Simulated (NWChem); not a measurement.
System: NH3SeS; SMILES N[Se]S

The following NWChem deck was run.

```
start job
memory heap 200 mb stack 900 mb global 1100 mb
geometry units angstroms noautoz
  Se     0.410748    -0.458325    -0.018320
  N     -1.241831    -1.324861    -0.026975
  H     -1.340214    -1.913504     0.795392
  H     -1.353691    -1.872693    -0.875374
  S     -0.190754     1.694793    -0.042013
  H     -0.335705     1.882108     1.291396
end
basis spherical
  * library def2-tzvp
end
dft
  xc mn15-l
  iterations 150
  mulliken
end
task dft energy
```

The geometry was optimised at B3LYP/6-31G* (spherical d).

Task: Predict the main results of this run. (MN15-L/def2-TZVP.) Quantities: energy (Ha); highest occupied level (eV); orbital gap (eV); dipole (D).

Result: 
```yaml
energy (Ha): -2856.27
highest occupied level (eV): -6.06
orbital gap (eV): 4.57
dipole (D): 2.12
```
